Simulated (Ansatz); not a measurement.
Start from `CN(C)BO` and change one atom or group to get `CN(C)B[SiH3]`.

Ansatz, PBE0-D4/def2-TZVP geometries, multiplicity 1. Each molecule was computed in one conformer, which needn't be the lowest.

| property | `CN(C)BO` |
| --- | --- |
| HOMO energy (ωB97M-V/def2-TZVPP) / eV | -9.03 |
| HOMO–LUMO gap (B3LYP/def2-TZVPP) / eV | 7.29 |
| LUMO energy (ωB97M-V/def2-TZVPP) / eV | 2.42 |
| LUMO energy (PBE/def2-TZVPP) / eV | 0.29 |
| HOMO energy (B3LYP/def2-TZVPP) / eV | -6.52 |
| HOMO energy (PBE/def2-TZVPP) / eV | -5.43 |

(1) Give the same properties after the change, and the shifts. (An estimate is asked.)

Results:

(1) Computed: 
```
                             property  `CN(C)B[SiH3]`  shift
HOMO energy (ωB97M-V/def2-TZVPP) / eV           -9.91  -0.88
HOMO–LUMO gap (B3LYP/def2-TZVPP) / eV            6.72  -0.57
LUMO energy (ωB97M-V/def2-TZVPP) / eV            1.31  -1.11
    LUMO energy (PBE/def2-TZVPP) / eV           -1.43  -1.72
  HOMO energy (B3LYP/def2-TZVPP) / eV           -7.44  -0.92
    HOMO energy (PBE/def2-TZVPP) / eV           -6.45  -1.02
```

With PBE0 the HOMO falls by 0.93 eV and the LUMO falls by 1.67 eV, so the gap narrows by about 0.74 eV. PBE moves the HOMO by -1.02 eV and ωB97M-V by -0.88 eV.

Positive LUMOs are unbound, so they and the gaps depend on the basis.

B3LYP here is the variant with VWN-RPA as its local correlation; programs differ in this.
